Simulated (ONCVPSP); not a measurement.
What one change does to a pseudopotential (Nb (Z = 41), ONCV)

niobium, optimised norm-conserving Vanderbilt (ONCV), made with ONCVPSP 4.0.1 (PBE, scalar-relativistic). Core [Ar] 3d10, reference 4s2 4p6 4d4.5 5s0.5. Waves: 4s+5s: rc 1.55 bohr, ncon 4, nbas 9, qcut 5.9 1/bohr, 2 projectors; 4p: rc 1.60 bohr, ncon 4, nbas 8, qcut 7.9 1/bohr, 2 projectors, debl 2.7 Ha; 4d: rc 1.70 bohr, ncon 4, nbas 8, qcut 5.8 1/bohr, 2 projectors, debl 3 Ha; f scattering state at 0.43 Ha: rc 1.55 bohr, ncon 4, nbas 9, qcut 7.5 1/bohr, 2 projectors, debl 2.4 Ha. Local part: polynomial inside 1.20 bohr (lpopt 4, dvloc0 0 Ha). Core correction: none.

All-electron outer shells of the reference configuration (PBE, scalar-relativistic, ld1.x):

```csv
shell,level (eV),outermost node (bohr),outermost maximum (bohr)
3d,-195.25,–,0.33
4s,-57.41,0.53,1.04
4p,-33.59,0.54,1.12
5s,-3.70,1.41,3.12
4d,-2.41,0.55,1.51
```

Change: s: ncon 5, nbas 10.

Cutoffs: the cutoffs (Ha) at which the residual kinetic energy of the hardest occupied pseudo-wave falls to 1 and 0.1 mHa per electron; they do not see the model core or the augmentation charge, which bear on the density cutoff. Errors are all-electron minus pseudo energies relative to the spin-unpolarised reference configuration.

Task: What does the change do?

Result: The potential gets harder (21 Ha and 67 Ha → 25 Ha and 112 Ha); the errors of the 4 common tests hardly move; the range in which the s phases agree widens (upper end 3.2 → at the end of the scan); neither file shows a bound ghost.

| quantity | base | changed |
| --- | --- | --- |
| cutoff, loose | 21 Ha | 25 Ha |
| cutoff, tight | 67 Ha | 112 Ha |
| loose cutoff by channel | s 16 Ha, p 21 Ha, d 16 Ha | s 25 Ha, p 21 Ha, d 16 Ha |
| bound ghosts | none | none |
| GHOST(+) flags under 300 eV | none | s at 260.4 eV |
| error for 4s2 4p6 4d4 5s1, meV [ΔE -0.56 eV] | +0.6 | +0.7 |
| error for 4s2 4p6 4d4 5s0, meV [ΔE 6.08 eV] | -0.3 | -0.3 |
| error for 4s2 4p6 4d3 5s0, meV [ΔE 20.12 eV] | +0.3 | +0.3 |
| error for 4s2 4p6 4d3 5s1 5p1, meV [ΔE 2.23 eV] | +0.6 | +0.8 |
| s: phases at 1.57 bohr within 0.05 rad from the reference energy up to (Ha; the scan ends near 5) | 3.2 | to the end of the scan |
| p: phases at 1.62 bohr within 0.05 rad from the reference energy up to (Ha; the scan ends near 5) | to the end of the scan | to the end of the scan |
| d: phases at 1.73 bohr within 0.05 rad from the reference energy up to (Ha; the scan ends near 5) | to the end of the scan | to the end of the scan |
| f: phases at 1.57 bohr within 0.05 rad from the reference energy up to (Ha; the scan ends near 5) | to the end of the scan | to the end of the scan |
